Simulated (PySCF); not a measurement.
**A ladder of Hamiltonians for Au⁷⁷⁺ (gold, charge +77)**

Occupied: 1s1/2. Hartree-Fock calculated with PySCF 2.14 in an even-tempered Gaussian basis (18 s from 22 bohr⁻², ratio 2.3; 15 p from 27 bohr⁻², ratio 2.3), Gaussian nucleus throughout. NR is non-relativistic, sf-X2C the spin-free one-electron X2C Hamiltonian, X2C adds the bare one-electron spin-orbit term, X2C-SNSO screens it by Boettger's factors, DC is four-component Dirac-Coulomb, and the Gaunt and Breit terms are added at first order (total energies over the DC spinors, levels after relaxing the spinors in that mean field). QED terms are absent. Levels marked empty are virtual spinors of this ion.

```csv
Hamiltonian,E (hartree),E − E(DC) (hartree),CPU seconds
NR,-6191.1987,617.4571,0.32
sf-X2C,-6804.9041,3.7517,0.19
X2C,-6804.9041,3.7517,0.19
X2C-SNSO,-6804.9041,3.7517,0.19
DC,-6808.6558,0.0000,3.9
DC+Gaunt,-6801.3843,7.2715,6.2
DC+Breit,-6801.3843,7.2715,63
```

Task: Give the 2p spin-orbit interval with each Hamiltonian that has one.

Result: X2C 2095; X2C-SNSO 2065; DC 2053; DC+Gaunt 2028; DC+Breit 2028 (eV).

```tsv
level (eV)	NR	sf-X2C	X2C	X2C-SNSO	DC	DC+Gaunt	DC+Breit
1s1/2	-83566.9	-91762.9	-91762.9	-91762.9	-91864.2	-91667.7	-91667.7
2s1/2 (empty)	-20378.8	-22901.5	-22901.5	-22901.5	-22913.5	-22890.8	-22893.5
2p1/2 (empty)	-20230.8	-21205.9	-22721.1	-22697.7	-22693.3	-22645.9	-22652.3
2p3/2 (empty)	-20230.8	-21205.9	-20625.9	-20632.7	-20640.2	-20618.0	-20624.5
3s1/2 (empty)	-9020.6	-9894.9	-9894.9	-9894.9	-9898.3	-9892.0	-9892.8
```

Weight of the small component: 1s1/2 0.0906, 2s1/2 0.0225, 2p1/2 0.0224, 2p3/2 0.0203, 3s1/2 0.00972.

Koopmans' value for the highest occupied level at DC+Breit: 91667.7 eV, against an ionisation energy of 91515.8 ± 0.3 eV (theoretical estimate listed by NIST; NIST Atomic Spectra Database, ionization energies); the former lacks relaxation, correlation, QED and recoil.

The whole ladder took 75 s of wall time on 1 thread of AMD EPYC 9R45 96-Core Processor (shared host), launched as `OMP_NUM_THREADS=1 python relrun2.py TASK.json OUT` (a driver that calls PySCF for each Hamiltonian).
